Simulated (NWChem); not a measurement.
System: C4H7N; SMILES C(=C=C)CN

The following NWChem deck was run.

```
start job
memory heap 200 mb stack 900 mb global 1100 mb
geometry units angstroms noautoz
  C     -0.488180    -2.169568     0.000000
  C      0.262091    -1.096162     0.000000
  C      0.997978    -0.011752     0.000000
  C      0.443392     1.397557     0.000000
  N     -0.989945     1.544980     0.000000
  H     -0.809864    -2.641453    -0.935287
  H     -0.809864    -2.641453     0.935287
  H      2.091612    -0.119369     0.000000
  H      0.859048     1.930285     0.874717
  H      0.859048     1.930285    -0.874717
  H     -1.386261     1.071797     0.810719
  H     -1.386261     1.071797    -0.810719
end
basis spherical
  * library def2-tzvp
end
dft
  xc b3lyp
  iterations 150
  semidirect filesize 400000000
  mulliken
end
task dft energy
```

Excerpt of the output:

```
             Northwest Computational Chemistry Package (NWChem) 7.3.0
             --------------------------------------------------------

 CS  symmetry detected

                             Geometry "geometry" -> ""
                             -------------------------

 Output coordinates in angstroms (scale by  1.889725989 to convert to a.u.)

  No.       Tag          Charge          X              Y              Z
 ---- ---------------- ---------- -------------- -------------- --------------
    1 C                    6.0000    -0.49137901    -2.17116101     0.00000000
    2 C                    6.0000     0.26333343    -1.10087313     0.00000000
    3 C                    6.0000     1.00370759    -0.01952174     0.00000000
    4 C                    6.0000     0.45496612     1.39207320     0.00000000
    5 N                    7.0000    -0.97774770     1.54543427     0.00000000
    6 H                    1.0000    -0.81501560    -2.64170899    -0.93528700
    7 H                    1.0000    -0.81501560    -2.64170899     0.93528700
    8 H                    1.0000     2.09688627    -0.13166951     0.00000000
    9 H                    1.0000     0.87282602     1.92307427     0.87471700
   10 H                    1.0000     0.87282602     1.92307427    -0.87471700
   11 H                    1.0000    -1.37602103     1.07389755     0.81071900
   12 H                    1.0000    -1.37602103     1.07389755    -0.81071900

 Effective nuclear repulsion energy (a.u.)     157.3834850585

      Symmetry information
      --------------------

 Group name             Cs
 Group number              2
 Group order               2
 No. of unique centers     9

                                 NWChem DFT Module
                                 -----------------

 Summary of "ao basis" -> "ao basis" (spherical)
 ------------------------------------------------------------------------------
       Tag                 Description            Shells   Functions and Types
 ---------------- ------------------------------  ------  ---------------------
 C                         def2-tzvp                11       31   5s3p2d1f
 N                         def2-tzvp                11       31   5s3p2d1f
 H                         def2-tzvp                 4        6   3s1p

      Symmetry analysis of basis
      --------------------------

        a'        128
        a"         69

            General Information
            -------------------
          SCF calculation type: DFT
          Wavefunction type:  closed shell.
          No. of atoms     :    12
          No. of electrons :    38
           Alpha electrons :    19
            Beta electrons :    19
          Charge           :     0
          Spin multiplicity:     1
          Use of symmetry is: on ; symmetry adaption is: on
          Maximum number of iterations: 150
          AO basis - number of functions:   197
                     number of shells:    83
          Convergence on energy requested:  1.00D-06
          Convergence on density requested:  1.00D-05
          Convergence on gradient requested:  5.00D-04

              XC Information
              --------------
                         B3LYP Method XC Potential
                     Hartree-Fock (Exact) Exchange  0.200
                        Slater Exchange Functional  0.800 local
                    Becke 1988 Exchange Functional  0.720 non-local
              Lee-Yang-Parr Correlation Functional  0.810
                  VWN I RPA Correlation Functional  0.190 local

             Grid Information
             ----------------
          Grid used for XC integration:  medium
          Radial quadrature: Mura-Knowles
          Angular quadrature: Lebedev.
          Tag              B.-S. Rad. Rad. Pts. Rad. Cut. Ang. Pts.
          ---              ---------- --------- --------- ---------
          C                   0.70       49          12.0       434
          N                   0.65       49          12.0       434
          H                   0.35       45          13.0       434
          Grid pruning is: on
          Number of quadrature shells:   425
          Spatial weights used:  Erf1

      Superposition of Atomic Density Guess
      -------------------------------------

 Sum of atomic energies:        -208.49552903

      Non-variational initial energy
      ------------------------------

 Total energy =    -211.625777
 1-e energy   =    -590.269742
 2-e energy   =     221.260480
 HOMO         =      -0.285843
 LUMO         =       0.005395

      Symmetry analysis of molecular orbitals - initial
      -------------------------------------------------

  Numbering of irreducible representations:

     1 a'          2 a"

  Orbital symmetries:

     1 a'          2 a'          3 a'          4 a'          5 a'
     6 a'          7 a'          8 a'          9 a'         10 a'
    11 a"         12 a'         13 a'         14 a"         15 a'
    16 a"         17 a'         18 a'         19 a"         20 a'
    21 a"         22 a'         23 a'         24 a'         25 a"
    26 a'         27 a"         28 a"         29 a'

------------------------------------------------------------
EAF file 0: "./job.aoints.0" size=446169088 bytes
------------------------------------------------------------
               write      read    awrite     aread      wait
               -----      ----    ------     -----      ----
     calls:      851         0         0         0         0
   data(b): 4.46e+08  0.00e+00  0.00e+00  0.00e+00
   time(s): 0.00e+00  0.00e+00  0.00e+00  0.00e+00  0.00e+00
rate(mb/s): 0.00e+00  0.00e+00
------------------------------------------------------------

     ---------------------------------------------
      Total Density - Mulliken Population Analysis
     ---------------------------------------------

[...]
```

Level: B3LYP/def2-TZVP. Coordinates come from a PBE0/def2-SVP optimisation.
